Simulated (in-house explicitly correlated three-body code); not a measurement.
Computed with an exponentially correlated three-body code. Model: two electrons around a point charge, non-relativistic, variational in 260 exponentially correlated functions (energies converged to about 1e-7 hartree, or 1e-8 relative for large Z).

Command:
```bash
python run_hyl.py task.json out
```
Settings (lengths in bohr, energies in hartree):
```
Z                      10
screening              0.05
interaction_strength   1
functions              260
states_tried           13
```

Run time, properties included: 2.6 min on 1 thread of Arm Neoverse N1 (shared host).

**Those bound S and P states to n = 4 that converged, binding against the one-electron ion.**

Given: nuclear charge 10; Yukawa screening of all interactions 0.05 1/bohr.

Computed: one-electron threshold -49.5018688 hartree.

```csv
term,energy (hartree),binding (eV)
1 1S,-92.9604042,1182.6
2 3S,-59.7275479,278.25
2 3P,-59.3753645,268.67
2 1S,-59.3544726,268.1
2 1P,-59.1137577,261.55
3 3S,-53.7186821,114.75
3 3P,-53.6217311,112.11
3 1S,-53.6203406,112.07
3 1P,-53.5498587,110.15
4 3S,-51.6733197,59.088
4 1S,?,?
4 3P,?,?
4 1P,-51.6038335,57.197
```

(1) What belongs in the row 4 1S?

(2) What belongs in the row 4 3P?

**Converged states only, values per electron or pair (inverse distances are <exp(-kr)/r>).**

```json
{"term": "1 1S", "mean r (bohr)": "0.15587", "mean r squared (bohr²)": "0.032558", "mean inverse r (1/bohr)": "9.6376", "mean r12 (bohr)": "0.2295", "mean inverse r12 (1/bohr)": "5.8874", "mean cosine": "-0.013284", "mean p1 dot p2 (bohr⁻²)": "1.217", "delta r1 (bohr⁻³)": "297.61", "delta r12 (bohr⁻³)": "32.624"}
{"term": "2 3S", "mean r (bohr)": "0.39285", "mean r squared (bohr²)": "0.25042", "mean inverse r (1/bohr)": "6.106", "mean r12 (bohr)": "0.6608", "mean inverse r12 (1/bohr)": "1.7333", "mean cosine": "-0.004484", "mean p1 dot p2 (bohr⁻²)": "0.092967", "delta r1 (bohr⁻³)": "175.77", "delta r12 (bohr⁻³)": "-"}
{"term": "2 3P", "mean r (bohr)": "0.34688", "mean r squared (bohr²)": "0.1926", "mean inverse r (1/bohr)": "6.0871", "mean r12 (bohr)": "0.57911", "mean inverse r12 (1/bohr)": "2.056", "mean cosine": "-0.072753", "mean p1 dot p2 (bohr⁻²)": "-6.396", "delta r1 (bohr⁻³)": "157.98", "delta r12 (bohr⁻³)": "-"}
{"term": "2 1S", "mean r (bohr)": "0.403", "mean r squared (bohr²)": "0.26601", "mean inverse r (1/bohr)": "6.0841", "mean r12 (bohr)": "0.67357", "mean inverse r12 (1/bohr)": "2.0422", "mean cosine": "-0.006976", "mean p1 dot p2 (bohr⁻²)": "0.10706", "delta r1 (bohr⁻³)": "174.86", "delta r12 (bohr⁻³)": "5.7303"}
{"term": "2 1P", "mean r (bohr)": "?", "mean r squared (bohr²)": "?", "mean inverse r (1/bohr)": "?", "mean r12 (bohr)": "?", "mean inverse r12 (1/bohr)": "?", "mean cosine": "?", "mean p1 dot p2 (bohr⁻²)": "?", "delta r1 (bohr⁻³)": "?", "delta r12 (bohr⁻³)": "?"}
{"term": "3 3S", "mean r (bohr)": "0.80254", "mean r squared (bohr²)": "1.217", "mean inverse r (1/bohr)": "5.4587", "mean r12 (bohr)": "1.4656", "mean inverse r12 (1/bohr)": "0.82243", "mean cosine": "-0.0014994", "mean p1 dot p2 (bohr⁻²)": "0.027313", "delta r1 (bohr⁻³)": "163.94", "delta r12 (bohr⁻³)": "-"}
{"term": "3 3P", "mean r (bohr)": "0.76168", "mean r squared (bohr²)": "1.1016", "mean inverse r (1/bohr)": "5.4534", "mean r12 (bohr)": "1.3862", "mean inverse r12 (1/bohr)": "0.90834", "mean cosine": "-0.017418", "mean p1 dot p2 (bohr⁻²)": "-1.4828", "delta r1 (bohr⁻³)": "158.86", "delta r12 (bohr⁻³)": "-"}
{"term": "3 1S", "mean r (bohr)": "0.81737", "mean r squared (bohr²)": "1.2673", "mean inverse r (1/bohr)": "5.453", "mean r12 (bohr)": "1.4935", "mean inverse r12 (1/bohr)": "0.90417", "mean cosine": "-0.0022279", "mean p1 dot p2 (bohr⁻²)": "0.033809", "delta r1 (bohr⁻³)": "163.74", "delta r12 (bohr⁻³)": "1.6624"}
{"term": "3 1P", "mean r (bohr)": "?", "mean r squared (bohr²)": "?", "mean inverse r (1/bohr)": "?", "mean r12 (bohr)": "?", "mean inverse r12 (1/bohr)": "?", "mean cosine": "?", "mean p1 dot p2 (bohr⁻²)": "?", "delta r1 (bohr⁻³)": "?", "delta r12 (bohr⁻³)": "?"}
{"term": "4 3S", "mean r (bohr)": "1.3825", "mean r squared (bohr²)": "3.8604", "mean inverse r (1/bohr)": "5.2349", "mean r12 (bohr)": "2.6207", "mean inverse r12 (1/bohr)": "0.46078", "mean cosine": "-0.00064828", "mean p1 dot p2 (bohr⁻²)": "0.011377", "delta r1 (bohr⁻³)": "161.13", "delta r12 (bohr⁻³)": "-"}
{"term": "4 1S", "mean r (bohr)": "1.4023", "mean r squared (bohr²)": "3.9795", "mean inverse r (1/bohr)": "5.2326", "mean r12 (bohr)": "2.6598", "mean inverse r12 (1/bohr)": "0.49354", "mean cosine": "-0.00095406", "mean p1 dot p2 (bohr⁻²)": "0.014464", "delta r1 (bohr⁻³)": "161.06", "delta r12 (bohr⁻³)": "0.68996"}
{"term": "4 3P", "mean r (bohr)": "1.3468", "mean r squared (bohr²)": "3.6838", "mean inverse r (1/bohr)": "5.2327", "mean r12 (bohr)": "2.5502", "mean inverse r12 (1/bohr)": "0.49536", "mean cosine": "-0.0068125", "mean p1 dot p2 (bohr⁻²)": "-0.57318", "delta r1 (bohr⁻³)": "159.03", "delta r12 (bohr⁻³)": "-"}
{"term": "4 1P", "mean r (bohr)": "1.362", "mean r squared (bohr²)": "3.7727", "mean inverse r (1/bohr)": "5.2309", "mean r12 (bohr)": "2.5789", "mean inverse r12 (1/bohr)": "0.51757", "mean cosine": "0.0049472", "mean p1 dot p2 (bohr⁻²)": "0.60364", "delta r1 (bohr⁻³)": "159.16", "delta r12 (bohr⁻³)": "0.21656"}
```

(3) What belongs in the row 2 1P?

(4) What belongs in the row 3 1P?

**Electric-dipole lines between converged S and P states, rate of the upper state's decay.**

```csv
s state,p state,p minus s (eV),oscillator strength from s,rate (1/s)
1 1S,2 1P,921.01,0.72224,8.8614e+12
1 1S,3 1P,1072.4,0.14873,2.4741e+12
1 1S,4 1P,1125.4,0.055446,1.0157e+12
2 1S,2 1P,6.5502,0.053707,3.3329e+07
2 1S,3 1P,157.95,0.38524,1.3902e+11
2 1S,4 1P,210.91,0.094914,6.1065e+10
3 1S,2 1P,-149.48,-0.053343,5.1721e+10
3 1S,3 1P,1.9179,0.094554,5.0307e+06
3 1S,4 1P,?,?,?
4 1S,2 1P,-203.54,-0.011582,2.082e+10
4 1S,3 1P,-52.14,-0.12118,1.4294e+10
4 1S,4 1P,?,?,?
2 3S,2 3P,9.5834,0.074469,9.8925e+07
2 3S,3 3P,166.15,0.36456,1.4556e+11
2 3S,4 3P,220.26,0.09143,6.4157e+10
3 3S,2 3P,-153.93,-0.055073,5.6621e+10
3 3S,3 3P,2.6382,0.12578,1.2662e+07
3 3S,4 3P,56.75,0.39697,1.8492e+10
4 3S,2 3P,-209.58,-0.011705,2.231e+10
4 3S,3 3P,-53.019,-0.1273,1.5528e+10
4 3S,4 3P,1.0928,0.17604,3.0409e+06
```

(5) What belongs in the row 3 1S 4 1P?

(6) What belongs in the row 4 1S 4 1P?

**Static dipole response.**

| state | polarisability (bohr³) |
| --- | --- |
| 1 1S | 0.0010449 |
| 2 1S | 0.94298 |
| 2 3S | 0.61445 |

Answers

(1) energy (hartree): -51.6337588; binding (eV): 58.012.

(2) energy (hartree): -51.6331592; binding (eV): 57.995.

(3) mean r (bohr): 0.35494; mean r squared (bohr²): 0.20305; mean inverse r (1/bohr): 6.0702; mean r12 (bohr): 0.57254; mean inverse r12 (1/bohr): 2.2426; mean cosine: 0.053074; mean p1 dot p2 (bohr⁻²): 6.1713; delta r1 (bohr⁻³): 159.42; delta r12 (bohr⁻³): 1.5678.

(4) mean r (bohr): 0.77314; mean r squared (bohr²): 1.1382; mean inverse r (1/bohr): 5.4489; mean r12 (bohr): 1.4041; mean inverse r12 (1/bohr): 0.96217; mean cosine: 0.012702; mean p1 dot p2 (bohr⁻²): 1.5294; delta r1 (bohr⁻³): 159.18; delta r12 (bohr⁻³): 0.50476.

(5) p minus s (eV): 54.872; oscillator strength from s: 0.4193; rate (1/s): 1.8261e+10.

(6) p minus s (eV): 0.81431; oscillator strength from s: 0.13449; rate (1/s): 1.2899e+06.
